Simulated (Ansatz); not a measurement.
Q: Name a neutral molecule of F, O, Si and H with HOMO energy (PBE/def2-TZVPP) between -8.00 and -7.70 eV and HOMO–LUMO gap (B3LYP/def2-TZVPP) between 9.15 and 9.45 eV (Ansatz, PBE0-D4/def2-TZVP geometry).

A: `O[SiH](F)O[SiH2]F` (-7.86 eV, 9.24 eV); `F[SiH2]O[SiH2]F` (-7.93 eV, 9.33 eV); `O[SiH](O)O[SiH](O)F` (-7.71 eV, 9.32 eV); `O[SiH](O)O[SiH](F)F` (-7.73 eV, 9.33 eV); `O[SiH](O)O[Si](F)(F)F` (-7.94 eV, 9.38 eV). Other molecules can fit too; these were computed, each in one conformer that needn't be the lowest.

B3LYP here is the variant with VWN-RPA as its local correlation; programs differ in this.
